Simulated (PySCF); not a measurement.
CuF2, charge -1, multiplicity 1. Atoms are numbered in the order given.

```xyz
3

Cu     0.0000     0.0000     0.0000
F      0.0000     0.0000    -1.8163
F      0.0000     0.0000     1.8163
```
Charge -1, spin multiplicity 1.

Coordinates come from a B3LYP-D3(BJ)/def2-TZVPD optimisation. The multiplicity is an assumed one; other spin states were not compared.

All values below come from PBE/def2-TZVPD (PySCF).

Gas-phase values at a fixed geometry. A positive occupied level means that this level leaves the electron formally unbound; only the finite basis holds it.

Computed frontier levels, gap, dipole moment and polarisability:
- highest occupied level: 0.41 eV
- lowest empty level: 3.39 eV
- orbital gap: 2.98 eV
- dipole moment about the centre of nuclear charge: 0.00 D
- mean static polarisability: 43.1 bohr³ (6.39 Å³)
- polarisability, principal values: 42.1, 43.6, 43.6 bohr³
